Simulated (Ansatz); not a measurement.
**Question.** Name a neutral molecule of Al, C, F, Si and H with LUMO energy (PBE/def2-TZVPP) between -2.50 and -2.20 eV and HOMO–LUMO gap (ωB97M-V/def2-TZVPP) between 7.95 and 8.25 eV (Ansatz, PBE0-D4/def2-TZVP geometry).

**Answer.** `[CH3][Al]1[CH2][SiH]1F` (-2.36 eV, 8.19 eV). Other molecules can fit too; these were computed, each in one conformer that needn't be the lowest.
